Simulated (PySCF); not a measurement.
C3H3N2, doublet, at a GFN2-xTB geometry; PBE/STO-3G (PySCF).

Input for PySCF:
```python
from pyscf import gto, scf, dft

mol = gto.Mole()
mol.atom = '''
    C    -0.98699943   -0.45547695    0.34789029
    C    -0.78858205    0.72851015   -0.38738364
    N     0.52843173    0.87235337   -0.56904093
    C     1.10903837   -0.17053811    0.02466777
    N     0.21684128   -0.98695486    0.58561766
    H    -1.88968967   -0.91709980    0.69350309
    H    -1.49508281    1.43758016   -0.76878885
    H     2.16712002   -0.33324054    0.04820214
'''
mol.basis = 'sto-3g'
mol.spin = 1
mol.verbose = 4
mol.build()

mf = dft.UKS(mol)
mf.xc = 'pbe'
mf.kernel()
```

It wrote (shortened):

```
PySCF version 2.14.0

[INPUT] verbose = 4
[INPUT] num. atoms = 8
[INPUT] num. electrons = 35
[INPUT] charge = 0
[INPUT] spin (= nelec alpha-beta = 2S) = 1
[INPUT] symmetry False subgroup None
[INPUT] Mole.unit = angstrom
[INPUT] Symbol           X                Y                Z      unit          X                Y                Z       unit  Magmom
[INPUT]  1 C     -0.986999430000  -0.455476950000   0.347890290000 AA   -1.865158607802  -0.860726691552   0.657417369496 Bohr   0.0
[INPUT]  2 C     -0.788582050000   0.728510150000  -0.387383640000 AA   -1.490204101248   1.376684662466  -0.732048984737 Bohr   0.0
[INPUT]  3 N      0.528431730000   0.872353370000  -0.569040930000 AA    0.998591245230   1.648508953141  -1.075331511368 Bohr   0.0
[INPUT]  4 C      1.109038370000  -0.170538110000   0.024667770000 AA    2.095778780934  -0.322270321701   0.046615329404 Bohr   0.0
[INPUT]  5 N      0.216841280000  -0.986954860000   0.585617660000 AA    0.409770631700  -1.865074382708   1.106656991109 Bohr   0.0
[INPUT]  6 H     -1.889689670000  -0.917099800000   0.693503090000 AA   -3.570995936720  -1.733067450893   1.310530906640 Bohr   0.0
[INPUT]  7 H     -1.495082810000   1.437580160000  -0.768788850000 AA   -2.825297044445   2.716632784508  -1.452800374119 Bohr   0.0
[INPUT]  8 H      2.167120020000  -0.333240540000   0.048202140000 AA    4.095263316862  -0.629733354202   0.091088843218 Bohr   0.0

nuclear repulsion = 155.160236029134
number of shells = 18
number of NR pGTOs = 84
number of NR cGTOs = 28
basis = sto-3g
ecp = {}

******** <class 'pyscf.dft.uks.UKS'> ********
method = UKS
initial guess = minao
damping factor = 0
level_shift factor = 0
DIIS = <class 'pyscf.scf.diis.CDIIS'>
diis_start_cycle = 1
diis_space = 8
diis_damp = 0
SCF conv_tol = 1e-09
SCF conv_tol_grad = None
SCF max_cycles = 50
direct_scf = True
direct_scf_tol = 1e-13
number electrons alpha = 18  beta = 17
XC library pyscf.dft.libxc version 7.1.2
    S. Lehtola, C. Steigemann, M. J. T. Oliveira, and M. A. L. Marques,  SoftwareX 7, 1–5 (2018)
XC functionals = pbe
    J. P. Perdew, K. Burke, and M. Ernzerhof,  Phys. Rev. Lett. 77, 3865 (1996)
    J. P. Perdew, K. Burke, and M. Ernzerhof,  Phys. Rev. Lett. 78, 1396 (1997)
    J. P. Perdew, K. Burke, and M. Ernzerhof,  Phys. Rev. Lett. 77, 3865 (1996)
    J. P. Perdew, K. Burke, and M. Ernzerhof,  Phys. Rev. Lett. 78, 1396 (1997)
radial grids:
    Treutler-Ahlrichs [JCP 102, 346 (1995); DOI:10.1063/1.469408] (M4) radial grids

becke partition: Becke, JCP 88, 2547 (1988); DOI:10.1063/1.454033
pruning grids: <function nwchem_prune>
grids dens level: 3
symmetrized grids: False
atomic radii adjust function: <function treutler_atomic_radii_adjust>
small_rho_cutoff = 0
Set gradient conv threshold to 3.16228e-05
tot grids = 99584
init E= -223.429581120033

cycle= 1 E= -222.286656930064  delta_E= 1.14  |g|= 0.371  |ddm|= 3.06
cycle= 2 E= -221.705556976829  delta_E= 0.581  |g|= 1.06  |ddm|= 2.04
cycle= 3 E= -222.355832728399  delta_E= -0.65  |g|= 0.248  |ddm|= 1.06
cycle= 4 E= -222.379264856858  delta_E= -0.0234  |g|= 0.151  |ddm|= 0.217

cycle= 5 E= -222.332451213629  delta_E= 0.0468  |g|= 0.263  |ddm|= 1.48
cycle= 6 E= -222.390508225443  delta_E= -0.0581  |g|= 0.0794  |ddm|= 1.48
cycle= 7 E= -222.322885186241  delta_E= 0.0676  |g|= 0.289  |ddm|= 1.48

cycle= 8 E= -222.303526648808  delta_E= 0.0194  |g|= 0.335  |ddm|= 0.0693

cycle= 9 E= -222.308861518162  delta_E= -0.00533  |g|= 0.323  |ddm|= 0.018
cycle= 10 E= -222.316387097655  delta_E= -0.00753  |g|= 0.305  |ddm|= 0.0269

cycle= 11 E= -222.305010184936  delta_E= 0.0114  |g|= 0.332  |ddm|= 0.0402
cycle= 12 E= -222.390931056423  delta_E= -0.0859  |g|= 0.0747  |ddm|= 1.48
cycle= 13 E= -222.386914533214  delta_E= 0.00402  |g|= 0.109  |ddm|= 0.0512
cycle= 14 E= -222.392088095876  delta_E= -0.00517  |g|= 0.0616  |ddm|= 0.094
cycle= 15 E= -222.324257390327  delta_E= 0.0678  |g|= 0.285  |ddm|= 1.48
cycle= 16 E= -222.321775770815  delta_E= 0.00248  |g|= 0.291  |ddm|= 0.0113
cycle= 17 E= -222.322623878637  delta_E= -0.000848  |g|= 0.289  |ddm|= 0.00381
cycle= 18 E= -222.320266025775  delta_E= 0.00236  |g|= 0.295  |ddm|= 0.00887
cycle= 19 E= -222.321749400115  delta_E= -0.00148  |g|= 0.292  |ddm|= 0.00571
cycle= 20 E= -222.322528383589  delta_E= -0.000779  |g|= 0.29  |ddm|= 0.00332
cycle= 21 E= -222.386589722181  delta_E= -0.0641  |g|= 0.111  |ddm|= 1.48
cycle= 22 E= -222.390453196776  delta_E= -0.00386  |g|= 0.0797  |ddm|= 0.0552
cycle= 23 E= -222.391875151985  delta_E= -0.00142  |g|= 0.0644  |ddm|= 0.0276

cycle= 24 E= -222.306119713487  delta_E= 0.0858  |g|= 0.329  |ddm|= 1.48

cycle= 25 E= -222.305548827409  delta_E= 0.000571  |g|= 0.331  |ddm|= 0.00318

cycle= 26 E= -222.307137361871  delta_E= -0.00159  |g|= 0.327  |ddm|= 0.0055

cycle= 27 E= -222.306107883585  delta_E= 0.00103  |g|= 0.329  |ddm|= 0.00366

cycle= 28 E= -222.306128170783  delta_E= -2.03e-05  |g|= 0.329  |ddm|= 0.000129

cycle= 29 E= -222.30540490783  delta_E= 0.000723  |g|= 0.331  |ddm|= 0.00313
cycle= 30 E= -222.384426046903  delta_E= -0.079  |g|= 0.125  |ddm|= 1.49
cycle= 31 E= -222.386920125301  delta_E= -0.00249  |g|= 0.109  |ddm|= 0.0386
cycle= 32 E= -222.383824252104  delta_E= 0.0031  |g|= 0.129  |ddm|= 0.0334

cycle= 33 E= -222.303184700474  delta_E= 0.0806  |g|= 0.336  |ddm|= 1.49

cycle= 34 E= -222.302871579662  delta_E= 0.000313  |g|= 0.337  |ddm|= 0.00137

cycle= 35 E= -222.308043153427  delta_E= -0.00517  |g|= 0.325  |ddm|= 0.0173

cycle= 36 E= -222.303524327528  delta_E= 0.00452  |g|= 0.335  |ddm|= 0.0148

cycle= 37 E= -222.302121255574  delta_E= 0.0014  |g|= 0.338  |ddm|= 0.0046

cycle= 38 E= -222.302157355517  delta_E= -3.61e-05  |g|= 0.338  |ddm|= 0.000141
cycle= 39 E= -222.374300560082  delta_E= -0.0721  |g|= 0.178  |ddm|=  1.5
cycle= 40 E= -222.374588505553  delta_E= -0.000288  |g|= 0.176  |ddm|= 0.0579
cycle= 41 E= -222.367422405148  delta_E= 0.00717  |g|= 0.206  |ddm|= 0.0491

cycle= 42 E= -222.287050978856  delta_E= 0.0804  |g|= 0.37  |ddm|= 1.52

cycle= 43 E= -222.295060800968  delta_E= -0.00801  |g|= 0.354  |ddm|= 0.0268

cycle= 44 E= -222.302617145819  delta_E= -0.00756  |g|= 0.337  |ddm|= 0.0244

cycle= 45 E= -222.29739372518  delta_E= 0.00522  |g|= 0.349  |ddm|= 0.0175

cycle= 46 E= -222.29808223318  delta_E= -0.000689  |g|= 0.347  |ddm|= 0.00256

cycle= 47 E= -222.299664445632  delta_E= -0.00158  |g|= 0.344  |ddm|= 0.00515
cycle= 48 E= -222.367877593614  delta_E= -0.0682  |g|= 0.204  |ddm|= 1.51
cycle= 49 E= -222.364939732066  delta_E= 0.00294  |g|= 0.215  |ddm|= 0.0556
cycle= 50 E= -222.363669678644  delta_E= 0.00127  |g|= 0.219  |ddm|= 0.00728
SCF not converged.
SCF energy = -222.363669678644 after 50 cycles  <S^2> = 0.75610893  2S+1 = 2.0060996
```

The run did not converge; its last values are not results.
